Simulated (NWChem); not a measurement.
System: C₄H₇N; SMILES C#C[C@@H](C)N

NWChem input:

```
start job
memory heap 200 mb stack 900 mb global 1100 mb
geometry units angstroms noautosym nocenter noautoz
  C     -0.010472     2.230162    -0.130045
  C      0.010355     1.038340     0.082873
  C      0.034808    -0.400684     0.369532
  C     -1.218504    -1.089558    -0.167148
  N      1.216665    -1.004452    -0.231718
  H     -0.030977     3.285987    -0.327177
  H      0.015395    -0.489684     1.479096
  H     -2.128961    -0.647301     0.261016
  H     -1.253167    -0.999298    -1.262020
  H     -1.200937    -2.159726     0.093317
  H      1.282286    -1.978923     0.057576
  H      2.058845    -0.540769     0.103060
end
basis spherical
  * library def2-svp
end
dft
  xc pbe0
  iterations 150
end
cosmo
  do_cosmo_smd true
  solvent toluene
end
task dft energy
```

The geometry was optimised at PBE0/def2-SVP. Solvent: toluene.

Level: PBE0/def2-SVP with SMD (1 M gas to 1 M solution), gas-phase geometry.

Task: Predict the main results of this run. (PBE0/def2-SVP, SMD on the gas-phase geometry.) Quantities: solvation free energy (kcal/mol); cavity-dispersion-structure term (kcal/mol); dipole in solution (D).

Result: 
```yaml
solvation free energy (kcal/mol): -4.1
cavity-dispersion-structure term (kcal/mol): 0.2
dipole in solution (D): 1.84
```
